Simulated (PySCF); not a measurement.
Calculation: PySCF with B3LYP-D3(BJ)/def2-TZVP. Gas-phase values, no solvent. One relaxed conformer stands for a flexible species; it need not be the lowest. B3LYP has the VWN-RPA correlation part, as in Gaussian. 

Reference species (SMILES): `[SiH](C=C)=C` (C–C–Si–C torsion 14°) (neutral, multiplicity 1).

| Quantity | Result |
|---|---|
| HOMO–LUMO gap | 4.18 eV |
| LUMO | -1.81 eV |

Changed species: `C1=CC1[SiH3]`.

**Question.** Give the shifts of the HOMO–LUMO gap and LUMO.

**Answer.** the HOMO–LUMO gap rises by 2.11 eV, to 6.29 eV; the LUMO rises by 1.28 eV, to -0.53 eV.
